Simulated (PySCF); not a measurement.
C2H9NSi2. Atoms are numbered in the order given.

```xyz
14

Si     2.1259     0.0362     0.0000
N      0.3881     0.0641     0.0000
C     -0.4816    -0.1270     1.1821
Si    -1.9678     0.0694     0.0000
C     -0.4816    -0.1270    -1.1821
H      2.7328    -1.3377     0.0000
H      2.6028     0.7379    -1.2279
H      2.6028     0.7379     1.2279
H     -0.3287     0.6309     1.9694
H     -0.3984    -1.1281     1.6517
H     -2.5944     1.4221     0.0000
H     -3.0402    -0.9685     0.0000
H     -0.3287     0.6309    -1.9694
H     -0.3984    -1.1281    -1.6517
```

Coordinates come from a B3LYP-D3(BJ)/def2-SVP optimisation. This is a generated structure with no PubChem entry under its InChIKey; it may be hypothetical.

Level of theory: TDDFT-B3LYP/def2-SVPD (PySCF).

Vertical excitations. Isolated molecule, no solvent. State labels are in the subgroup Cs.

Computed excitation energies, oscillator strengths and character:
| state | symmetry | energy (eV) | λ (nm) | f | main pairs |
|---|---|---|---|---|---|
| S1 | A" | 4.94 | 251 | 0.002 | HOMO→LUMO 99 % |
| S2 | A' | 5.21 | 238 | 0.007 | HOMO→LUMO+1 98 % |
| S3 | A' | 5.79 | 214 | 0.011 | HOMO→LUMO+2 97 % |
| S4 | A' | 6.12 | 203 | 0.025 | HOMO→LUMO+3 98 % |
| S5 | A' | 6.40 | 194 | 0.030 | HOMO→LUMO+4 96 % |
| S6 | A" | 6.57 | 189 | 0.010 | HOMO→LUMO+6 99 % |
| S7 | A' | 6.57 | 189 | 0.028 | HOMO→LUMO+5 97 % |
| S8 | A" | 6.89 | 180 | 0.011 | HOMO−1→LUMO 97 % |
| S9 | A' | 6.94 | 179 | 0.004 | HOMO→LUMO+7 95 % |
| S10 | A" | 7.09 | 175 | 0.000 | HOMO→LUMO+9 99 % |
| T1 | A" | 4.87 | 255 | 0 | HOMO→LUMO 99 % |
| T2 | A' | 5.02 | 247 | 0 | HOMO→LUMO+1 88 % |
| T3 | A' | 5.56 | 223 | 0 | HOMO→LUMO+2 82 % |
| T4 | A' | 6.03 | 206 | 0 | HOMO→LUMO+3 91 % |
Triplets are in the Tamm–Dancoff approximation, which puts them higher than full response would, so one can lie above its singlet here.
